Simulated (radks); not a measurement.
Results of a calculation; reference values are marked as such.
Initial-state core-level shifts of neutral selenium when its valence configuration changes from [Ar] 3d10 4s2 4p4. Code: a radial shooting solver on a logarithmic mesh with Libxc functionals. Model: Dirac Kohn-Sham, BLYP, spin-unpolarised, spherical densities, finite nucleus; open shells fill j = l - 1/2 first; Fermi nuclear charge, rms radius 4.14 fm. Shifts are changes of the shell-averaged eigenvalues in eV (positive: less bound); the change of the density at the nucleus, which sets a Mossbauer isomer shift, is in e/bohr^3, on a base of 3.977e+04.

| valence | 1s | 2s | 2p | 3p | density at nucleus |
|---|---|---|---|---|---|
| 3d9 4s2 4p5 | -13.962 | -15.526 | -15.400 | -11.878 | +16.150 |
| 3d9.5 4s1.5 4p5 | -7.700 | -8.436 | -8.370 | -6.700 | -6.936 |
| 3d8 4s2 4p6 | -28.790 | -32.084 | -31.830 | -24.091 | +33.472 |
| 3d10 4p6 | -3.314 | -3.211 | -3.198 | -3.232 | -57.908 |
| 3d10 4s1 4p5 | -1.698 | -1.645 | -1.639 | -1.654 | -28.165 |
| 3d8.5 4s1.5 4p6 | -22.041 | -24.434 | -24.238 | -18.695 | +7.846 |
| 3d8.5 4s2 4p5.5 | -21.269 | -23.679 | -23.489 | -17.945 | +24.668 |
| 3d10 4s1.5 4p4.5 | -0.860 | -0.833 | -0.830 | -0.838 | -13.876 |
| 3d9.5 4s2 4p4.5 | -6.871 | -7.631 | -7.569 | -5.894 | +7.926 |
